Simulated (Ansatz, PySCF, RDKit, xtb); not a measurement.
Two conformers of C4H9F (SMILES CCCCF), B3LYP-D3(BJ)/def2-TZVP minima.
Conformer 1 (charge 0, multiplicity 1):
```xyz
14

C     -1.921     0.097     0.363
C     -0.630    -0.157    -0.408
C      0.617     0.207     0.394
C      1.912    -0.055    -0.341
F      2.058    -1.425    -0.596
H     -1.952    -0.492     1.282
H     -2.798    -0.168    -0.231
H     -2.014     1.150     0.643
H     -0.572    -1.209    -0.698
H     -0.637     0.419    -1.340
H      0.595     1.270     0.657
H      0.631    -0.348     1.338
H      1.933     0.453    -1.309
H      2.778     0.256     0.246
```
Conformer 2 (charge 0, multiplicity 1):
```xyz
14

C      1.5154     0.7037     0.1960
C      0.8024    -0.6008    -0.1566
C     -0.6441    -0.6974     0.3363
C     -1.6325     0.2165    -0.3555
F     -1.4248     1.5570    -0.0017
H      1.0325     1.5641    -0.2655
H      2.5552     0.6765    -0.1352
H      1.5131     0.8679     1.2761
H      0.8163    -0.7464    -1.2423
H      1.3630    -1.4390     0.2668
H     -1.0070    -1.7195     0.1825
H     -0.6915    -0.5107     1.4137
H     -2.6586    -0.0272    -0.0712
H     -1.5395     0.1555    -1.4435
```

No zero-point or thermal terms.

Rows in 6-31G* carry no dispersion term and start afresh at each structure (6-31G* with six Cartesian d functions).

Codes used: Ansatz (a first-principles code) with Gaussian orbitals; PySCF for 6-31G* rows; RDKit for the force fields; xtb for the GFN methods. Values without a source in brackets are computed.

**Question.** One of these levels gives 0.74 kcal/mol for the electronic energy of conformer 2 less that of conformer 1. Which one is it?
A) B3LYP/6-31G*
B) UFF
C) HF/cc-pVDZ
D) GFN1-xTB

**Answer.** A, B3LYP/6-31G*. The others give 1.86 (UFF), 0.37 (GFN1-xTB), 1.14 (HF/cc-pVDZ)
